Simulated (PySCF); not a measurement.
PySCF job for Al(Me)(OH)2 (CH5AlO2), SMILES [OH][Al]([CH3])[OH], TDDFT-PBE/def2-SVPD. The structure is a stationary point at ωB97X-D3(BJ)/def2-SVP. The isomer is the one that the SMILES or the coordinates give; other isomers of the formula were not compared. Other conformers were not sampled.

```python
import numpy as np
from pyscf import gto, scf, dft, tdscf

mol = gto.M(
    atom='''
    Al    0.04719940   -0.00486937   -0.00000000
    C    -1.88841441   -0.00106052    0.00000000
    H    -2.26735682    1.03552346    0.00000000
    H    -2.29714583   -0.49704405   -0.89470774
    H    -2.29714583   -0.49704405    0.89470776
    O     0.87194107   -0.00027250   -1.49332819
    H     1.81374284    0.01629477   -1.66641802
    O     0.87194108   -0.00027250    1.49332818
    H     1.81374285    0.01629478    1.66641801
    ''',
    basis='def2-SVPD',
    charge=0,
    spin=0,
    symmetry=True,
    max_memory=1600,
    verbose=4,
)
mf = dft.RKS(mol, xc='pbe').density_fit(auxbasis='def2-universal-jkfit')
mf.grids.level = 3
mf.conv_tol = 1e-9
mf.max_cycle = 100
mf.kernel()
mf.grids = dft.Grids(mol).set(level=1).build(with_non0tab=True)  # coarser grid for the response kernel
td = tdscf.TDDFT(mf)
td.singlet = True
td.nstates = 10
td.conv_tol = 1e-4
td.positive_eig_threshold = 1e-6
td.kernel(x0=td.get_init_guess(mf, 15))
td.analyze()
tt = tdscf.TDA(mf)
tt.singlet = False
tt.nstates = 4
tt.conv_tol = 1e-4
tt.positive_eig_threshold = 1e-6
tt.kernel(x0=tt.get_init_guess(mf, 9))
tt.analyze(verbose=3)
```

Log of the run:

```
PySCF version 2.14.0

[INPUT] verbose = 4
[INPUT] num. atoms = 9
[INPUT] num. electrons = 40
[INPUT] charge = 0
[INPUT] spin (= nelec alpha-beta = 2S) = 0
[INPUT] symmetry True subgroup None
[INPUT] Mole.unit = angstrom
[INPUT] Symbol           X                Y                Z      unit          X                Y                Z       unit  Magmom
[INPUT]  1 Al     0.047199400000  -0.004869370000   0.000000000000 AA    0.089193939244  -0.009201775699   0.000000000000 Bohr   0.0
[INPUT]  2 C     -1.888414410000  -0.001060520000   0.000000000000 AA   -3.568586044582  -0.002004092350   0.000000000000 Bohr   0.0
[INPUT]  3 H     -2.267356820000   1.035523460000   0.000000000000 AA   -4.284683416465   1.956855734962   0.000000000000 Bohr   0.0
[INPUT]  4 H     -2.297145830000  -0.497044050000  -0.894707740000 AA   -4.340976486887  -0.939277126345  -1.690752590129 Bohr   0.0
[INPUT]  5 H     -2.297145830000  -0.497044050000   0.894707760000 AA   -4.340976486887  -0.939277126345   1.690752627923 Bohr   0.0
[INPUT]  6 O      0.871941070000  -0.000272500000  -1.493328190000 AA    1.647729819060  -0.000514950369  -2.821981293192 Bohr   0.0
[INPUT]  7 H      1.813742840000   0.016294770000  -1.666418020000 AA    3.427477227991   0.030792652563  -3.149073666840 Bohr   0.0
[INPUT]  8 O      0.871941080000  -0.000272500000   1.493328180000 AA    1.647729837957  -0.000514950369   2.821981274295 Bohr   0.0
[INPUT]  9 H      1.813742850000   0.016294780000   1.666418010000 AA    3.427477246888   0.030792671460   3.149073647943 Bohr   0.0

nuclear repulsion = 157.541257011693
point group symmetry = Cs
symmetry origin: [ 7.08647279e-09 -9.44863067e-10 -3.30702070e-09]
symmetry axis x: [ 1.00000000e+00 -8.40499297e-10  1.76134320e-10]
symmetry axis y: [-8.40499298e-10 -1.00000000e+00  1.59497272e-10]
symmetry axis z: [-1.76134320e-10  1.59497274e-10  1.00000000e+00]
num. orbitals of irrep A' = 76
num. orbitals of irrep A" = 54
number of shells = 56
number of NR pGTOs = 188
number of NR cGTOs = 130
basis = def2-SVPD
ecp = {}


[settings echo left out]
init E= -433.539647539536
HOMO (A') = -0.367808938584307  LUMO (A') = -0.087497324503965  gap/eV = 7.62767
cycle= 1 E= -433.238081621068  delta_E= 0.302  |g|= 1.25  |ddm|=  3.5
HOMO (A") = -0.0514039316794803  LUMO (A') = -0.00724062408617998  gap/eV = 1.20174
cycle= 2 E= -431.740207661624  delta_E=  1.5  |g|= 2.85  |ddm|= 3.65
HOMO (A') = -0.254737021228276  LUMO (A') = -0.0511289130521453  gap/eV = 5.54046
cycle= 3 E= -433.536729022956  delta_E= -1.8  |g|= 0.27  |ddm|= 2.82
HOMO (A") = -0.268004462547561  LUMO (A') = -0.0491820960955742  gap/eV = 5.95446
cycle= 4 E= -433.547045481076  delta_E= -0.0103  |g|= 0.185  |ddm|= 0.484
HOMO (A") = -0.264935877617331  LUMO (A') = -0.0453815970215836  gap/eV = 5.97438
cycle= 5 E= -433.556174306252  delta_E= -0.00913  |g|= 0.0138  |ddm|= 0.207
HOMO (A") = -0.266864787214245  LUMO (A') = -0.0461721853732349  gap/eV = 6.00535
cycle= 6 E= -433.556220530199  delta_E= -4.62e-05  |g|= 0.00323  |ddm|= 0.0173
HOMO (A") = -0.267205103567426  LUMO (A') = -0.0462654547643395  gap/eV = 6.01207
cycle= 7 E= -433.556222776805  delta_E= -2.25e-06  |g|= 0.000451  |ddm|= 0.0051
HOMO (A") = -0.267221780485924  LUMO (A') = -0.0462701876982181  gap/eV = 6.01240
cycle= 8 E= -433.556222821072  delta_E= -4.43e-08  |g|= 8.04e-05  |ddm|= 0.000824
HOMO (A") = -0.267231974099077  LUMO (A') = -0.0462765115554267  gap/eV = 6.01250
cycle= 9 E= -433.556222822741  delta_E= -1.67e-09  |g|= 2.5e-05  |ddm|= 0.00016
HOMO (A") = -0.267232211530183  LUMO (A') = -0.0462761421561555  gap/eV = 6.01252
cycle= 10 E= -433.556222822897  delta_E= -1.56e-10  |g|= 1.97e-06  |ddm|= 3.49e-05
HOMO (A") = -0.267232734020932  LUMO (A') = -0.0462761924726842  gap/eV = 6.01253
Extra cycle  E= -433.556222822893  delta_E= 3.98e-12  |g|= 3.73e-06  |ddm|= 6.47e-06
converged SCF energy = -433.556222822893
tot grids = 34256
Overwritten attributes  positive_eig_threshold  of <class 'pyscf.tdscf.rks.CasidaTDDFT'>


******** <class 'pyscf.tdscf.rks.CasidaTDDFT'> for <class 'pyscf.df.df_jk.DFSymAdaptedRKS'> ********
nstates = 10 singlet
deg_eia_thresh = 1.000e-03
wfnsym = None
conv_tol = 0.0001
eigh lindep = 1e-12
eigh level_shift = 0
eigh max_cycle = 100


Excitation energies (eV)
[6.06498678 6.19497301 6.41041709 6.59304198 7.09295798 7.24862825
 7.38035021 7.47529857 7.62455196 7.70896896]

** Singlet excitation energies and oscillator strengths **
Excited State   1:   A"      6.06499 eV    204.43 nm  f=0.0000
      20 -> 21       -0.70294
Excited State   2:   A"      6.19497 eV    200.14 nm  f=0.0465
      19 -> 21        0.69205
      20 -> 22       -0.11273
Excited State   3:   A'      6.41042 eV    193.41 nm  f=0.1046
      18 -> 21        0.69801
Excited State   4:   A'      6.59304 eV    188.05 nm  f=0.0618
      17 -> 21        0.69878
Excited State   5:   A"      7.09296 eV    174.80 nm  f=0.0001
      19 -> 22        0.70187
Excited State   6:   A'      7.24863 eV    171.05 nm  f=0.0328
      16 -> 21        0.69590
Excited State   7:   A'      7.38035 eV    167.99 nm  f=0.0356
      18 -> 22       -0.68473
      20 -> 24       -0.10524
Excited State   8:   A"      7.47530 eV    165.86 nm  f=0.0429
      19 -> 23        0.23962
      19 -> 25        0.10803
      20 -> 22        0.61509
      20 -> 23       -0.13616
Excited State   9:   A"      7.62455 eV    162.61 nm  f=0.0006
      19 -> 23       -0.17985
      20 -> 23       -0.67911
Excited State  10:   A"      7.70897 eV    160.83 nm  f=0.0164
      18 -> 24        0.12814
      19 -> 23        0.63259
      20 -> 22       -0.22150
      20 -> 23       -0.13667

** Transition electric dipole moments (AU) **
state          X           Y           Z        Dip. S.      Osc.
  1        -0.0000      0.0000      0.0143      0.0002      0.0000
  2         0.0000     -0.0000      0.5537      0.3066      0.0465
  3         0.8153     -0.0309      0.0000      0.6657      0.1046
  4         0.0178      0.6183     -0.0000      0.3827      0.0618
  5         0.0000      0.0000      0.0177      0.0003      0.0001
  6         0.4298      0.0065     -0.0000      0.1847      0.0328
  7         0.0194     -0.4433      0.0000      0.1969      0.0356
  8         0.0000      0.0000      0.4840      0.2342      0.0429
  9         0.0000     -0.0000     -0.0570      0.0032      0.0006
 10        -0.0000     -0.0000     -0.2943      0.0866      0.0164

** Transition velocity dipole moments (imaginary part, AU) **
state          X           Y           Z        Dip. S.      Osc.
  1        -0.0000     -0.0000      0.0034      0.0000      0.0000
  2        -0.0000     -0.0000      0.1296      0.0168      0.0492
  3         0.1988     -0.0078      0.0000      0.0396      0.1120
  4         0.0046      0.1440     -0.0000      0.0208      0.0571
  5        -0.0000      0.0000      0.0045      0.0000      0.0001
  6         0.1134      0.0014      0.0000      0.0129      0.0322
  7         0.0055     -0.1202      0.0000      0.0145      0.0356
  8         0.0000      0.0000      0.1304      0.0170      0.0413
  9        -0.0000      0.0000     -0.0151      0.0002      0.0005
 10        -0.0000     -0.0000     -0.0856      0.0073      0.0172

** Transition magnetic dipole moments (imaginary part, AU) **
state          X           Y           Z
  1         0.5979     -0.0006     -0.0000
  2         0.0019      0.5897      0.0000
  3         0.0000     -0.0000     -0.0078
  4        -0.0000      0.0000     -0.5579
  5        -0.5855      0.0595     -0.0000
  6         0.0000     -0.0000      0.0087
  7         0.0000     -0.0000     -0.8561
  8         0.0237     -0.0317     -0.0000
  9         0.1003      0.0208     -0.0000
 10        -0.0302     -0.4529      0.0000
Overwritten attributes  positive_eig_threshold  of <class 'pyscf.tdscf.rks.TDA'>


******** <class 'pyscf.tdscf.rks.TDA'> for <class 'pyscf.df.df_jk.DFSymAdaptedRKS'> ********
nstates = 4 triplet
deg_eia_thresh = 1.000e-03
wfnsym = None
conv_tol = 0.0001
eigh lindep = 1e-12
eigh level_shift = 0
eigh max_cycle = 100


Excitation energies (eV)
[5.8751317  5.92197549 5.95939755 6.2750149 ]

** Triplet excitation energies and oscillator strengths **
Excited State   1:   A"      5.87513 eV    211.03 nm  f=0.0000
Excited State   2:   A"      5.92198 eV    209.36 nm  f=0.0000
Excited State   3:   A'      5.95940 eV    208.05 nm  f=0.0000
Excited State   4:   A'      6.27501 eV    197.58 nm  f=0.0000
```

The run converged.

Cost: roughly 60 core-seconds.
